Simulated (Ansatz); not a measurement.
## Ligand exchange: C4H10 + SiH3I → C3H7I + SiH3(CH3)

Species: C4H10 (butane) `CCCC`, singlet; SiH3I `[SiH3]I`, singlet; C3H7I (1-iodopropane) `CCCI`, singlet; SiH3(CH3) (methylsilane), singlet. The partners trade CH3 for I: C–CH3 and Si–I bonds give way to C–I and Si–CH3.

Shapes, held fixed at every level: PBE0-D4/def2-TZVP. Flexible molecules stand in one conformer, not always the lowest. Programs: Ansatz 0.2.0. Electronic energies: no zero-point or thermal term.

| level | kind | ΔE (kJ/mol) | less CCSD(T)/def2-TZVPP | CPU time (sum over the molecules) |
| --- | --- | --- | --- | --- |
| HF/def2-TZVPP | Hartree–Fock | +95.9 | +19.7 | – |
| PBE-D4/def2-TZVPP | GGA | +76.3 | +0.1 | 19 s |
| r2SCAN-D4/def2-TZVPP | meta-GGA | +80.0 | +3.8 | 31 s |
| B3LYP-D4/def2-TZVPP | global hybrid | +76.6 | +0.4 | 30 s |
| wB97M-V/def2-TZVPP | range-separated hybrid | +80.5 | +4.3 | 69 s |
| wB97X-V/def2-TZVPP | range-separated hybrid | +82.5 | +6.3 | 49 s |
| MP2/def2-TZVPP | perturbation theory | +77.5 | +1.3 | – |
| CCSD(T)/def2-TZVPP | coupled cluster or CI | +76.2 | 0.0 | 6.6 min |

The highest level, CCSD(T)/def2-TZVPP, gives ΔE = +76.2 kJ/mol; the levels span +76.2 to +95.9. The column of differences is taken from that level and isn't an error. No measured value is set beside it here. For atoms past krypton def2 sets carry core potentials with scalar relativity. Correlated rows may include outer-core shells of I, which these sets cover unevenly. Times are processor times on shared x86 and Arm servers, and rough.
